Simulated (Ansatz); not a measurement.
`F[Si@H]1O[C@@H]1Cl`. Charge 0, multiplicity 1. The geometry is a stationary point of PBE0-D4/def2-TZVP.

```xyz
7

F    -0.128   -0.474    2.198
Si    0.311   -0.513    0.680
O    -0.875   -0.709   -0.443
C    -0.312    0.638   -0.551
Cl    0.512    0.945   -2.072
H     1.545   -1.298    0.566
H    -1.053    1.412   -0.378
```

Question: What is the dipole moment at B3LYP/def2-TZVPP? (Best estimate.)

Answer: The calculation gave: 1.67 D, with components (1.03, 0.16, 1.30) D in this frame, pointing from negative to positive charge.

Question: And with PBE, r2SCAN, ωB97M-V? (An estimate is asked.)

Answer: The calculation gave: PBE 1.48 D, r2SCAN 1.60 D, ωB97M-V 1.73 D.

Question: Give the Mulliken charges with B3LYP, PBE, r2SCAN in def2-TZVPP. (Estimate.)

Answer: Ansatz gave: 
| atom | B3LYP | PBE | r2SCAN |
| --- | --- | --- | --- |
| F1 | -0.30 | -0.25 | -0.30 |
| Si2 | 0.68 | 0.58 | 0.71 |
| O3 | -0.36 | -0.29 | -0.36 |
| C4 | 0.00 | -0.01 | 0.02 |
| Cl5 | -0.12 | -0.11 | -0.13 |
| H6 | -0.04 | -0.05 | -0.05 |
| H7 | 0.14 | 0.13 | 0.10 |

B3LYP here is the variant with VWN-RPA as its local correlation; programs differ in this.
